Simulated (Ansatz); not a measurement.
Cost and result for the atomization energy of CH6OSSi2, SMILES `C1O[SiH2][SiH2]S1` (11 atoms, 11 bonds).

```xyz
11

C     0.927    0.899   -1.011
O     0.141   -0.156   -1.466
Si   -1.011   -0.822   -0.469
Si   -0.025   -0.261    1.583
S     1.687    0.620    0.651
H     0.356    1.831   -0.973
H     1.775    1.024   -1.686
H    -1.119   -2.263   -0.800
H    -2.334   -0.172   -0.683
H    -0.816    0.687    2.414
H     0.419   -1.388    2.439
```

Charge 0, multiplicity 1. The geometry is a stationary point of PBE0-D4/def2-TZVP. Program: Ansatz. All runs use 4 threads of an Arm Neoverse V2 on a shared host. Times are those of one run each, without the atoms' runs, and a repeat can differ threefold. Electronic energies, without spin–orbit coupling; frozen cores. CCSD(T)/CBS adds CCSD(T) − MP2 in def2-TZVPP to the MP2 limit, and its time is that of the two runs behind it. T1 = 0.014.

CCSD(T)/CBS is a level of theory with its own doubt, some kJ/mol a heavy atom from the limit and from the frozen cores, so smaller differences don't rank the functionals.

```tsv
level	functions	wall time
LDA (SPW92)/def2-TZVPP	272	1.4 s
PBE0-D4/def2-TZVPP	272	3.6 s
BHLYP-D4/def2-TZVPP	272	3.6 s
CCSD(T)/def2-SVP	112	3.8 s
CAM-B3LYP-D4/def2-TZVPP	272	4.1 s
r2SCAN-D4/def2-TZVPP (with forces)	272	5.5 s
B2PLYP/def2-TZVPP	272	5.5 s
PBE-QIDH/def2-TZVPP	272	5.5 s
ωB97X-V/def2-TZVPP	272	8.5 s
B97M-V/def2-TZVPP	272	10 s
MP2/def2-QZVPP	504	22 s
CCSD(T)/def2-TZVPP	272	2.5 min
CCSD(T)/CBS(def2)	–	2.9 min
```

Q: What atomization energy does each give, and how far from CCSD(T)/CBS? (Estimate.)

A: Ansatz gave: 
```csv
level,atomization (kJ/mol),difference from CCSD(T)/CBS,per bond
LDA (SPW92)/def2-TZVPP,4332.4,533.0,48.5
PBE0-D4/def2-TZVPP,3784.9,-14.5,-1.3
BHLYP-D4/def2-TZVPP,3688.1,-111.3,-10.1
CCSD(T)/def2-SVP,3506.9,-292.5,-26.6
CAM-B3LYP-D4/def2-TZVPP,3791.7,-7.7,-0.7
r2SCAN-D4/def2-TZVPP (with forces),3809.2,9.8,0.9
B2PLYP/def2-TZVPP,3729.3,-70.1,-6.4
PBE-QIDH/def2-TZVPP,3761.9,-37.5,-3.4
ωB97X-V/def2-TZVPP,3827.2,27.8,2.5
B97M-V/def2-TZVPP,3817.9,18.5,1.7
MP2/def2-QZVPP,3800.8,1.4,0.1
CCSD(T)/def2-TZVPP,3682.4,-117.0,-10.6
CCSD(T)/CBS(def2),3799.4,0.0,0.0
```

At CCSD(T), def2-SVP lies −292.5 kJ/mol from the extrapolated value and def2-TZVPP −117.0 kJ/mol: correlation converges slowly with the basis, and small sets miss more of it in the bonded molecule than in its fragments. Leaving LDA and LC-ωPBE aside and taking each functional with its dispersion term where it has one, the values, not all of them listed here, spread over 150.4 kJ/mol, from BHLYP-D4 to PBE-D4. LDA lies +526.1 kJ/mol from PBE without D4, its usual overbinding. The D4 term adds +52.5 kJ/mol with B3LYP and +27.3 kJ/mol with PBE0; it sums over pairs of atoms, weighted by their polarisabilities, and B3LYP, whose exchange is more repulsive, gets the larger term.

B3LYP here is the variant with VWN-RPA as its local correlation; programs differ in this.
